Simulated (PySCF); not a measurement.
C4H5Si, SMILES [C]1[SiH2]C=CC=1, multiplicity 2. Atoms are numbered in the order given.

```xyz
10

C      1.3688     0.1256     0.0000
C      0.7927     1.3296     0.0000
C     -0.6983     1.2849     0.0000
C     -1.2903     0.0696     0.0000
Si     0.0751    -1.2255     0.0000
H      1.3196     2.2912     0.0000
H     -1.2596     2.2270     0.0000
H     -2.3760    -0.0470     0.0000
H      0.1138    -2.0864    -1.2177
H      0.1138    -2.0864     1.2177
```
Charge 0, spin multiplicity 2.

The structure is a stationary point at PBE0-D3(BJ)/def2-SVP. The isomer is the one that the SMILES or the coordinates give; other isomers of the formula were not compared.

Two levels are set side by side: PBE/pcH-1 (PySCF) and PBE0/pcH-1 (PySCF). Contact hyperfine couplings, same geometry. Differences are taken from unrounded values.

```
quantity                         PBE0    PBE  PBE minus PBE0
------------------------------  -----  -----  --------------
A(iso) of 13C, atom C1 (MHz)    400.1  372.2           -27.9
A(iso) of 13C, atom C2 (MHz)    -18.2   -6.3            11.9
A(iso) of 13C, atom C3 (MHz)     89.5   85.8            -3.7
A(iso) of 13C, atom C4 (MHz)     15.7   20.5             4.9
A(iso) of 29Si, atom Si5 (MHz)  -83.3  -85.6            -2.2
A(iso) of 1H, atom H6 (MHz)      75.9   76.5             0.6
A(iso) of 1H, atom H7 (MHz)       8.2   11.7             3.4
A(iso) of 1H, atom H8 (MHz)      10.8    7.9            -3.0
A(iso) of 1H, atom H9 (MHz)      -2.7   -3.2            -0.5
A(iso) of 1H, atom H10 (MHz)     -2.7   -3.2            -0.5
```

Rough cost on one machine, each run with all the roots and properties that it gave: PBE0 against PBE within a factor of 2.
